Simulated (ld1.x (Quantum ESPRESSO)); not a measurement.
PBE TM dataset for Al (Z = 13), scalar-relativistic all-electron reference.

| Item | Value |
| --- | --- |
| Element | aluminium |
| Generator | ld1.x (Quantum ESPRESSO) 7.5 |
| Type | norm-conserving Troullier–Martins (Kleinman–Bylander form) |
| Functional | PBE |
| Relativity | scalar-relativistic |
| Frozen core | [He] |
| Valence charge | 11 |
| Reference configuration | 2s2 2p6 3s2 3p1 |
| Partial waves | 2p (bound): rc 0.95 bohr; 3d channel at -0.2 Ry: rc 1.00 bohr; 2s (bound): rc 0.90 bohr |
| Local potential | the s channel |
| Core correction | full core density, not smoothed (it rises at the typed radius of 0.90 bohr, so ld1.x skipped the fit) |

Occupied shells without a wave of their own: 3p, 3s. They enter only through the test configuration that unscreens the potential, and ld1.x also counts them in the model core charge.

* Cutoffs needed: 200 Ry and over 300 Ry (the cutoffs (Ry, on a coarse ladder) from which the occupation-weighted sum of valence levels, in a spherical-Bessel basis at the reference potential, stays within 10 and 1 mRy of its value at 400 Ry)
* Ghost test: no extra level below or beside the all-electron valence levels (p, d, s, f tested) (spherical-Bessel basis up to 400 Ry, 20 bohr box)
* Largest excitation error: -2759 meV (all-electron minus pseudo) for 2s2 2p6 3s0 3p0, out of 7 test configurations

ld1.x takes every shell without a wave as core, so the model core holds the 3p, 3s electrons as well and exchange and correlation see them twice. This cancels in the reference configuration, but the file is broken for other ones, and its errors say nothing about a proper core correction.
